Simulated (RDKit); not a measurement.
Job for RDKit: MMFF94 on C3H10 (a complex).

```python
from rdkit import Chem
from rdkit.Chem import AllChem, rdDetermineBonds

blocks = [
'''5

C    -0.02753316    0.02287696    0.12921450
H    -0.98491102   -0.49550397    0.09257225
H     0.26732431    0.31149980   -0.87885060
H    -0.11932324    0.91197809    0.75091302
H     0.72671233   -0.63828296    0.55382927
''',
'''8

C    -0.39607926   -0.65552063    3.93208870
C     0.43051175    0.62683397    3.90600992
H     0.20083031   -1.50538289    4.26967905
H    -0.78316541   -0.89724177    2.94073017
H    -1.24961241   -0.56372390    4.60697807
H     0.81641944    0.87108304    4.89784058
H    -0.16575349    1.47627360    3.56628926
H     1.28479603    0.53489239    3.23261874
''',
]
mol = None
for b in blocks:
    f = Chem.MolFromXYZBlock(b)
    rdDetermineBonds.DetermineBonds(f, charge=0)
    mol = f if mol is None else Chem.CombineMols(mol, f)
Chem.SanitizeMol(mol)
print(Chem.MolToSmiles(Chem.RemoveHs(mol)))
ff = AllChem.MMFFGetMoleculeForceField(mol, AllChem.MMFFGetMoleculeProperties(mol), nonBondedThresh=100.0, ignoreInterfragInteractions=False)
e = ff.CalcEnergy()
print(f'MMFF94 energy {e:.6f} kcal/mol')
```

It printed:

```
C.CC
MMFF94 energy -4.986731 kcal/mol
```

The run finished.

Cost: around 0.020 core-seconds (rough).
